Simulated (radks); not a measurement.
Results of a calculation; reference values are marked as such.
All-electron atom: H in 1s1. Level of theory: scalar-relativistic Kohn-Sham, r2SCAN, spin-unpolarised, spherical densities, finite nucleus; meta-GGA in the generalised Kohn-Sham scheme; Gaussian nuclear charge, rms radius 0.8783 fm; without spin polarisation the odd electron is poorly described; hard spherical wall at 4 bohr (a radial shooting solver on a logarithmic mesh with Libxc functionals).

Radial electron density D(r) = 4 pi r^2 rho(r):

r (bohr)  D(r) (e/bohr)
0.05406         0.01075
0.05763         0.01213
0.06193         0.01388
0.06656         0.01589
0.07096         0.01790
0.07625         0.02045
0.08195         0.02335
0.08736         0.02626
0.09388         0.02993
0.1009          0.03408
0.1084          0.03877
0.1156          0.04344
0.1242          0.04931
0.1335          0.05590
0.1423          0.06242
0.1529          0.07057
0.1644          0.07965
0.1752          0.08858
0.1883          0.09965
0.2024           0.1119
0.2157           0.1238
0.2318           0.1384
0.2491           0.1544
0.2656           0.1698
0.2854           0.1885
0.3068           0.2086
0.327            0.2277
0.3514           0.2504
0.3777           0.2744
0.4026           0.2967
0.4327           0.3228
0.465            0.3495
0.4997           0.3767
0.5327           0.4010
0.5725           0.4280
0.6153           0.4542
0.6559           0.4763
0.7049           0.4995
0.7575           0.5201
0.8076           0.5358
0.8679           0.5498
0.9327           0.5594
0.9943           0.5637
1.069            0.5633
1.148            0.5570
1.224            0.5462
1.316            0.5281
1.414            0.5037
1.507            0.4770
1.62             0.4419
1.741            0.4020
1.856            0.3633
1.994            0.3172
2.143            0.2696
2.303            0.2221
2.455            0.1809
2.639            0.1373
2.836           0.09771
3.023           0.06700
3.249           0.03845
3.491           0.01715
3.722          0.005024

D(r) has 1 maximum, at r = 1.03 bohr.
